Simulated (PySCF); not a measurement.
## Predicted spectroscopic data

PySCF calculation with GIAO PBE0/pcSseg-1 shieldings and structure optimised with GFN2-xTB; one computed conformer, rapidly exchanging positions averaged, no solvent model, relativity neglected.

Referencing at the same level of theory: TMS for 1H (31.72 ppm) and 13C (186.93 ppm). Splittings of carbon signals by F and P are missing where no couplings were computed. Where no couplings were computed, multiplicities follow the n + 1 count of equivalent neighbours, and m marks all less simple cases (inequivalent or close neighbours, rings, F or P nearby). Shifts are as computed. Against solution values, carbons near 30 ppm lie about +3 ppm off and those near 130 ppm about +5 ppm; carbons on Cl a further +6 ppm. Of 1211 compounds with measured shifts, 218 miss one by over three times the rms of a fit or turn the order of signals round; such compounds aren't used in these exercises. Carbons bonded to Cl come out too deshielded.

**1.** `[SiH3]c1cpc(Cl)cc1[SiH3]`, C₅H₈ClPSi₂. 1H NMR (500 MHz, computed): δ 9.33 (m, 1H), 8.34 (m, 1H), 4.70 (s, 3H), 4.70 (s, 3H). 13C{1H} NMR (computed): δ 184.9 (C), 174.7 (CH), 147.1 (C), 146.5 (C), 146.1 (CH).

**2.** `Cc1cnn(C)c1C=O`, C₆H₈N₂O. 1H NMR (500 MHz, computed): δ 10.36 (s, 1H), 7.30 (s, 1H), 4.23 (s, 3H), 2.54 (s, 3H). 13C{1H} NMR (computed): δ 182.9 (CH), 141.3 (CH), 140.1 (C), 132.9 (C), 42.5 (CH3), 10.8 (CH3).

**3.** `[C@@H]1(C)[SiH2]CC2=C1C=CC2`, C₈H₁₂Si. 1H NMR (500 MHz, computed): δ 6.75 (m, 1H), 6.64 (m, 1H), 4.79 (m, 1H), 4.48 (m, 1H), 2.88 (m, 1H), 2.87 (m, 1H), 2.33 (m, 1H), 2.00 (m, 1H), 1.91 (m, 1H), 1.32 (d, 3H). 13C{1H} NMR (computed): δ 160.6, 154.5, 142.8, 138.2, 45.2, 23.3, 21.3, 13.4.

**4.** `InChI=1S/C4HFN2O/c5-4-1-3(2-6)7-8-4/h1H`. 1H NMR (500 MHz, computed): δ 6.05 (m, 1H). 13C{1H} NMR (computed): δ 184.7 (C), 146.0 (C), 115.4 (C), 93.8 (CH).
